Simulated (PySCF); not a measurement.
Field gradients from PBE0/pcSseg-1 densities (PySCF, non-relativistic) at GFN2-xTB geometries, isolated species, one conformer each; χzz is the principal value of largest magnitude, with Q(17O) = −0.0256 b, Q(14N) = 0.02044 b. GFN2-xTB bond lengths can be off by several hundredths of an ångström, more for odd bonds, and the gradients follow them. The basis is small and wasn't made for field gradients, so the couplings can be 20 % off.

These 17O couplings (χzz in MHz, η) are listed in rising order: (-11.13, 0.66); (-10.54, 0.60); (8.825, 0.18); (9.213, 0.37); (9.843, 0.49); (11.63, 0.35). Assign them to: O8 (carbonyl oxygen) in `[CH3:1][O:2][C@@H:3]1[CH2:4][C@:5]1([CH3:6])[C:7](=[O:8])[Cl:9]`; O8 (carbonyl oxygen) in `[CH3:1][O:2][Si@@H:3]([NH2:4])[O:5][CH2:6][C:7](=[O:8])[O:9][SiH3:10]`; the cyclic ether oxygen of `F[C@@H]1C=CO/C1=C/Cl`; the ketone oxygen of `C=C(Cl)C(=O)C#CC`; O5 (carbonyl oxygen) in `[CH3:1][O:2][C:3]1([C:4](=[O:5])[Cl:6])[CH2:7][CH2:8][CH2:9]1`; the cyclic ether oxygen of `FC1=COC(Cl)=CC1`.

-11.13 MHz, η 0.66: the cyclic ether oxygen of `FC1=COC(Cl)=CC1`; -10.54 MHz, η 0.60: the cyclic ether oxygen of `F[C@@H]1C=CO/C1=C/Cl`; 8.825 MHz, η 0.18: O8 (carbonyl oxygen) in `[CH3:1][O:2][Si@@H:3]([NH2:4])[O:5][CH2:6][C:7](=[O:8])[O:9][SiH3:10]`; 9.213 MHz, η 0.37: O8 (carbonyl oxygen) in `[CH3:1][O:2][C@@H:3]1[CH2:4][C@:5]1([CH3:6])[C:7](=[O:8])[Cl:9]`; 9.843 MHz, η 0.49: O5 (carbonyl oxygen) in `[CH3:1][O:2][C:3]1([C:4](=[O:5])[Cl:6])[CH2:7][CH2:8][CH2:9]1`; 11.63 MHz, η 0.35: the ketone oxygen of `C=C(Cl)C(=O)C#CC`.

These 14N couplings (χzz in MHz, η) are listed in rising order: (-5.508, 0.04); (-4.562, 0.11); (-4.333, 0.39); (-4.003, 0.07); (-2.975, 0.07); (-2.821, 0.04). Assign them to: N6 (cyano nitrogen) in `[CH3:1][N:2]([CH3:3])[Si@@H:4]([C:5]#[N:6])[SiH2:7][SiH3:8]`; N1 (nitrile nitrogen) in `[N:1]#[C:2][C@@H:3]([SiH3:4])[CH2:5][N:6]([SiH3:7])[SiH3:8]`; the imine nitrogen of `[H]/N=C\C1([S-])CC1`; the silicon-bound nitrogen of `CO[Si@@H](N)OCC(=O)O[SiH3]`; N3 (nitrogen bridging silicon atoms) in `[CH3:1][SiH2:2][N:3]([SiH3:4])[SiH2:5][CH2:6][C:7]#[N:8]`; N6 (nitrogen bridging silicon atoms) in `[CH3:1][CH2:2][Si@H:3]([C:4]#[N:5])[N:6]([SiH3:7])[SiH3:8]`.

-5.508 MHz, η 0.04: N6 (cyano nitrogen) in `[CH3:1][N:2]([CH3:3])[Si@@H:4]([C:5]#[N:6])[SiH2:7][SiH3:8]`; -4.562 MHz, η 0.11: N1 (nitrile nitrogen) in `[N:1]#[C:2][C@@H:3]([SiH3:4])[CH2:5][N:6]([SiH3:7])[SiH3:8]`; -4.333 MHz, η 0.39: the silicon-bound nitrogen of `CO[Si@@H](N)OCC(=O)O[SiH3]`; -4.003 MHz, η 0.07: the imine nitrogen of `[H]/N=C\C1([S-])CC1`; -2.975 MHz, η 0.07: N6 (nitrogen bridging silicon atoms) in `[CH3:1][CH2:2][Si@H:3]([C:4]#[N:5])[N:6]([SiH3:7])[SiH3:8]`; -2.821 MHz, η 0.04: N3 (nitrogen bridging silicon atoms) in `[CH3:1][SiH2:2][N:3]([SiH3:4])[SiH2:5][CH2:6][C:7]#[N:8]`.

All sites together:

```tsv
nucleus	site	Vzz (au)	η	χzz (MHz)
17O	O8 (carbonyl oxygen) in [CH3:1][O:2][C@@H:3]1[CH2:4][C@:5]1([CH3:6])[C:7](=[O:8])[Cl:9]	-1.532	0.37	9.213
17O	O8 (carbonyl oxygen) in [CH3:1][O:2][Si@@H:3]([NH2:4])[O:5][CH2:6][C:7](=[O:8])[O:9][SiH3:10]	-1.467	0.18	8.825
17O	the cyclic ether oxygen of F[C@@H]1C=CO/C1=C/Cl	1.753	0.60	-10.54
17O	the ketone oxygen of C=C(Cl)C(=O)C#CC	-1.934	0.35	11.63
17O	O5 (carbonyl oxygen) in [CH3:1][O:2][C:3]1([C:4](=[O:5])[Cl:6])[CH2:7][CH2:8][CH2:9]1	-1.636	0.49	9.843
17O	the cyclic ether oxygen of FC1=COC(Cl)=CC1	1.851	0.66	-11.13
14N	N6 (cyano nitrogen) in [CH3:1][N:2]([CH3:3])[Si@@H:4]([C:5]#[N:6])[SiH2:7][SiH3:8]	-1.147	0.04	-5.508
14N	N1 (nitrile nitrogen) in [N:1]#[C:2][C@@H:3]([SiH3:4])[CH2:5][N:6]([SiH3:7])[SiH3:8]	-0.950	0.11	-4.562
14N	the imine nitrogen of [H]/N=C\C1([S-])CC1	-0.833	0.07	-4.003
14N	the silicon-bound nitrogen of CO[Si@@H](N)OCC(=O)O[SiH3]	-0.902	0.39	-4.333
14N	N3 (nitrogen bridging silicon atoms) in [CH3:1][SiH2:2][N:3]([SiH3:4])[SiH2:5][CH2:6][C:7]#[N:8]	-0.587	0.04	-2.821
14N	N6 (nitrogen bridging silicon atoms) in [CH3:1][CH2:2][Si@H:3]([C:4]#[N:5])[N:6]([SiH3:7])[SiH3:8]	-0.619	0.07	-2.975
```
